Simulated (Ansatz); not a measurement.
`CN[SiH](C)O` + `C[S][Zn][SH]` → `C[S][Zn][S]C` + `CN[SiH2]O`  (substitution at a C–Si bond)

Program: Ansatz. Geometries: PBE0-D4/def2-TZVP. ΔE: electronic, gas phase. CCSD(T)/CBS is the MP2 limit (def2-TZVPP, def2-QZVPP) plus CCSD(T) − MP2 in def2-TZVPP, frozen cores. DFT in def2-TZVPP. For Zn outer-core shells are correlated without core-valence functions, which leaves a few kJ/mol of doubt a bond. Scalar relativity is left out up to krypton. One conformer a species, not always the lowest.

```json
{"level": "BLYP-D4", "ΔE (kcal/mol)": "16.8"}
{"level": "CAM-B3LYP-D4", "ΔE (kcal/mol)": "18.5"}
```

Question: What does CCSD(T)/CBS give? (An estimate is asked.)

Answer: The calculation gave: +18.4 kcal/mol. The listed levels differ from it by -1.6, 0.1 kcal/mol.

Largest T1 diagnostic among the species: 0.014.

From PBE to PBE0 (25 % exact exchange), in def2-TZVPP and without D4, ΔE moves by +1.0 kcal/mol. At CCSD(T), def2-SVP lies −1.2 kcal/mol from the extrapolated value and def2-TZVPP +0.2 kcal/mol.
